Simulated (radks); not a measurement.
Spin polarisation of the 4p2 shell in Ge. Start: [Ar] 3d10 4s2 4p(up 1, down 1); electrons of 4p are moved from spin down to spin up, other shells keep equal spins. Method: scalar-relativistic Kohn-Sham, PBEsol, spin-polarised, spherical densities, point nucleus; computed with a radial shooting solver on a logarithmic mesh with Libxc functionals.

| moment (Bohr magnetons) | E - E(0) (eV) | e(4p up) (eV) | e(4p down) (eV) | 4s down minus up (eV) | 3d down minus up (eV) | 3p down minus up (eV) |
|---|---|---|---|---|---|---|
| 0 | 0.000 | -3.897 | -3.897 | 0.000 | 0.000 | 0.000 |
| 0.5 | -0.046 | -4.068 | -3.696 | 0.361 | 0.038 | 0.018 |
| 1 | -0.187 | -4.211 | -3.460 | 0.727 | 0.076 | 0.036 |
| 1.5 | -0.423 | -4.326 | -3.186 | 1.101 | 0.114 | 0.054 |
| 2 | -0.758 | -4.413 | -2.861 | 1.485 | 0.153 | 0.072 |

At moment 2 the spin-polarisation energy is -0.758 eV and the 4p exchange splitting 1.552 eV, that is 0.776 eV per Bohr magneton; E = -I m^2/4 would give I = 0.758 eV.
